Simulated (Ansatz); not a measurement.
The cluster H₆Au₄⁻, relaxed as a doublet with UKS PBE-D4/def2-SVPD in Ansatz, starting from the GFN1-xTB geometry. Force threshold 0.02 eV/Å.

In the def2 sets Au takes a core potential; there is no spin–orbit coupling. Another isomer (doublet) lies 0.71 eV lower at PBE0-D4/def2-TZVPD; other spin states weren't run for this one.

Start:

```xyz
10

Au   -1.1279    0.6064   -2.3155
Au   -0.1567    2.3822   -0.7283
Au    1.1517   -0.8139    2.3953
Au    0.0410   -0.1010    0.1948
H     1.7956   -1.3096    3.6795
H    -1.7362   -0.3062   -3.3592
H    -2.5069    0.6851   -1.6446
H     0.4272    0.2696    3.2096
H     1.9001   -1.9154    1.6286
H     0.2121    0.5026   -3.0603
```

(1) Estimate the energy that the relaxation releases and the steps that it takes.

(2) Does the start keep its bonding?

(3) Predict the relaxed structure.

Results:

(1) 50.7 kcal/mol, in 26 steps; 2 min on 4 threads of Arm Neoverse V1 on a shared host. No frequencies were taken in this run, so the end may be a saddle point.

(2) Bonds formed: Au2–Au3, Au4–H9, Au4–H10 (atoms count from 1).

(3) 
```xyz
10

Au   -1.1518    0.4785   -2.0175
Au   -0.8153    1.1811    0.5963
Au    0.9441   -0.1882    2.1671
Au    0.7459   -1.0332   -0.5386
H     1.9450   -0.8856    3.3003
H    -1.5201    0.2146   -3.6203
H    -2.1975    1.6882   -1.9040
H     0.3737    0.8707    3.2267
H     1.6031   -1.4065    0.9245
H     0.0729   -0.9196   -2.1345
```
Bond lengths (bridged metal pairs left out): 3 × Au–Au 2.73 to 2.94 Å; 8 × Au–H 1.60 to 1.86 Å.
